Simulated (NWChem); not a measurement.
System: C$_{5}$H$_{5}$N; SMILES C=C=CCC#N

```xyz
11

C      0.5070    -2.7714     0.2261
C      0.0615    -1.6095    -0.1734
C     -0.3875    -0.4453    -0.5713
C     -0.7503     0.6793     0.3698
C      0.0118     1.8991     0.1095
N      0.6134     2.8628    -0.1102
H     -0.1776    -3.5951     0.4548
H      1.5805    -2.9572     0.3396
H     -0.5147    -0.2579    -1.6445
H     -1.8219     0.9268     0.2740
H     -0.5838     0.3760     1.4147
```
Atoms are numbered in this order, from 1.

Level: PBE0/def2-SVP (NWChem), optimised geometry, unscaled harmonic frequencies. 

```csv
frequency (cm⁻¹),IR intensity (km/mol)
55,2.9
172,2.5
219,4.3
344,8.3
380,0.4
486,2.7
550,8.3
611,5.2
873,12.2
882,49.4
914,14.4
967,3.8
990,0.1
1036,0.4
1147,0.1
1205,0.1
1288,9.5
1361,0.8
1423,12.1
1475,5.7
2104,50.0
2413,13.5
3066,2.5
3137,0.0
3151,0.1
3175,0.9
3245,0.4
```

```json
{
  "zero_point_energy": "52.4 kcal/mol",
  "thermal correction to the enthalpy at 298.15 K (with zero-point energy)": "57.0 kcal/mol",
  "heat capacity Cv": "21.7 cal/(mol K)",
  "entropy at 298.15 K and 1 atm (symmetry number 1)": "79.5 cal/(mol K)",
  "dipole_moment": "3.95 D"
}
```

Rigid rotor and harmonic oscillator; modes under 100 cm⁻¹ make the entropy uncertain.
